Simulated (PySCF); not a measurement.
## Working out the excitation energy of F²⁺

F²⁺ [He] 2s2 2p3 (4S) → F²⁺ [He] 2s1 2p4 (4P). Calculation: PySCF 2.14, in aug-cc-pVTZ; the non-relativistic Hamiltonian (point nucleus). Frozen: 1s2. Energies in hartree (1 hartree = 27.21139 eV):

| part | F²⁺ (lower) | F²⁺ (upper) |
| --- | --- | --- |
| UHF | -97.603766 | -96.910284 |
| MP2 opposite-spin | -0.070680 | -0.069183 |
| MP2 same-spin | -0.029180 | -0.029182 |

Task: What does Hartree-Fock give?

Result: (-96.910284) − (-97.603766) = 0.693482 hartree = 18.871 eV.

Task: What do MP2 and SCS-MP2 (6/5 opposite-spin, 1/3 same-spin) give?

Result: The opposite-spin parts differ by 0.041 eV and the same-spin parts by 0.000 eV. MP2: 18.871 + (0.041) + (0.000) = 18.912 eV. SCS-MP2: 18.871 + 1.2 × (0.041) + (0.000)/3 = 18.920 eV.
